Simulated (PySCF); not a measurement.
## Continuum solvent and chemical shifts

Bonds (- single, = double, # triple, : aromatic): C1=C2, C2-O3, O3-Si4, C2-C5, C5:C6, C6:C7, C7:C8, C8:C9, C9:N10, N10:C5. C1 carries H11, H12; Si4 carries H13, H14, H15; C6 carries H16; C7 carries H17; C8 carries H18; C9 carries H19. H12 is cis to O3; H11 is trans to O3.

GIAO PBE0/pcSseg-1 in PySCF 2.14 on one PBE0-D3(BJ)/def2-SVP conformer, non-relativistic, equivalent nuclei averaged. Solvents enter as an IEF-PCM continuum (dichloromethane with ε = 8.9, acetonitrile with ε = 35.7) around the gas-phase geometry. Shifts are referred to TMS computed in the same medium.

Gas phase, δ in ppm: C2 163.5, C5 157.7, C9 154.3, C7 141.8, C8 127.6, C6 123.1, C1 95.2, Si4 -35.3, H19 8.69, H16 7.83, H17 7.75, H18 7.12, H11 6.53, H13/H14/H15 5.06. Dipole moment 1.50 D.

Q: How does each δ change in the continuum?

A: 
| atoms | environment | Δδ, dichloromethane | Δδ, acetonitrile |
| --- | --- | --- | --- |
| C2 | alkene carbon bearing oxygen | +1.4 | +1.6 |
| C5 | substituted aromatic carbon next to a ring nitrogen | -0.1 | -0.2 |
| C9 | aromatic CH next to a ring nitrogen | +1.7 | +1.9 |
| C7 | aromatic CH | +3.2 | +3.8 |
| C8 | aromatic CH | +2.9 | +3.5 |
| C6 | aromatic CH | +1.6 | +1.9 |
| C1 | β carbon of an enol-ether or enamine type C=C | -0.4 | -0.5 |
| Si4 | silicon bonded to O, 3 H | +1.7 | +2.0 |
| H19 | hydrogen on an aromatic CH next to a ring nitrogen | +0.08 | +0.10 |
| H16 | hydrogen on an aromatic CH | +0.15 | +0.17 |
| H17 | hydrogen on an aromatic CH | +0.34 | +0.40 |
| H18 | hydrogen on an aromatic CH | +0.36 | +0.43 |
| H11 | hydrogen on a β carbon of an enol-ether or enamine type C=C | -0.10 | -0.12 |
| H13/H14/H15 | hydrogen on a silicon bonded to O | +0.01 | +0.02 |

Changes are relative to the gas phase. The dipole moment becomes 2.11 D in dichloromethane, 2.23 D in acetonitrile.

Q: Which nuclei move most (in ppm), and what does the model miss?

A: C7 (aromatic CH, +3.8 ppm) in acetonitrile. A continuum only polarises the solute; specific hydrogen bonds, the anisotropy of aromatic solvents and changes of geometry or conformer are outside it.
